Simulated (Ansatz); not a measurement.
Method: Ansatz (an electronic-structure program) with frozen-core CCSD(T)/cc-pVTZ // B3LYP-D3(BJ)/def2-TZVP.

Ansatz 0.2 input:
```yaml
crystal:
  periodic: [false, false, false]
  atoms:
    - { symbol: Si, position_ang: [-2.876091, 0.218618, 0.5487] }
    - { symbol: Si, position_ang: [-0.859255, 0.807957, -0.490064] }
    - { symbol: Si, position_ang: [0.780284, -0.797526, -0.019309] }
    - { symbol: Si, position_ang: [2.932274, -0.187479, -0.716954] }
    - { symbol: Cl, position_ang: [0.817471, -1.06044, 2.054947] }
    - { symbol: H, position_ang: [-2.701246, 0.220693, 2.019372] }
    - { symbol: H, position_ang: [-3.952582, 1.172925, 0.186541] }
    - { symbol: H, position_ang: [-3.273065, -1.140909, 0.10882] }
    - { symbol: H, position_ang: [-1.029991, 0.885966, -1.964748] }
    - { symbol: H, position_ang: [-0.38594, 2.128837, -0.004683] }
    - { symbol: H, position_ang: [0.391507, -2.102184, -0.610313] }
    - { symbol: H, position_ang: [3.299253, 1.104305, -0.091401] }
    - { symbol: H, position_ang: [3.922406, -1.220999, -0.332925] }
    - { symbol: H, position_ang: [2.934967, -0.029771, -2.192506] }
basis:
  gaussian: { orbitals: cc-pVTZ }
correlation:
  method: ccsd_t
```

Output:

```
Functional definition: HF
1695 factors; integrals over basis functions are off by at most 1.4e-3 eV
mean field evaluation 1: about -44095.5239 eV, gradient 2.0e1 eV
mean field evaluation 2: about -44095.8844 eV, gradient 2.1e1 eV
mean field evaluation 4: about -44098.4197 eV, gradient 3.3e0 eV
mean field evaluation 8: about -44098.4701 eV, gradient 1.1e-1 eV
mean field evaluation 16: about -44097.6360 eV, gradient 7.3e0 eV
mean field -44098.47021389 eV, -1620.5888893438 hartree, gradient 6.1e-6 eV, S^2 0.000000; 0 other end points of the search recorded, 0 dependent functions left out
25 core orbitals not correlated
reference -44098.47021389 eV, -1620.5888893438 hartree; 16, 16 occupied and 255, 255 virtual orbitals, 1695 factors
second order -18.75186644 eV of doubles, -0.00000000 eV of singles
cycle   1  -20.60890023 eV  change    -1.9e0 eV  update   1.1e-1
cycle   2  -21.30235475 eV  change   -6.9e-1 eV  update   3.5e-2
cycle   3  -21.37218059 eV  change   -7.0e-2 eV  update   1.3e-2
cycle   4  -21.36341184 eV  change    8.8e-3 eV  update   4.1e-3
cycle   5  -21.36089883 eV  change    2.5e-3 eV  update   1.2e-3
cycle   6  -21.36066043 eV  change    2.4e-4 eV  update   3.8e-4
cycle   7  -21.36065016 eV  change    1.0e-5 eV  update   9.9e-5
cycle   8  -21.36068567 eV  change   -3.6e-5 eV  update   3.5e-5
perturbative correction -0.81925292 eV, -0.0301069894 hartree
Total energy: -44120.65015248 eV, -1621.4039870528 hartree
```

Cost: about 30 core-minutes (a rough figure).
